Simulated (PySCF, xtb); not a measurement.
Zn(SH)(OSiH3) (H4OSSiZn), SMILES [Zn]([SH])[O][SiH3]. One conformer was computed; it need not be the lowest.

Harmonic wavenumbers (cm⁻¹) from GFN2-xTB in xtb 6.7.1 at its own minimum, in rising order: 8, 40, 56, 103, 107, 257, 366, 588, 602, 617, 761, 785, 821, 957, 2182, 2208, 2234, 2478.

**Question.** What does PBE-D3(BJ)/def2-SVP in PySCF 2.14.0 give at its own minimum? (Estimate from the structure and the level; the computed values follow.)

**Answer.** 29, 45, 60, 113, 142, 358, 532, 636, 697, 712, 908, 917, 978, 979, 2117, 2122, 2163, 2603. Paired by order, the mean absolute difference is 77 cm⁻¹ and the zero-point energies are 21.7 and 23.0 kcal/mol.
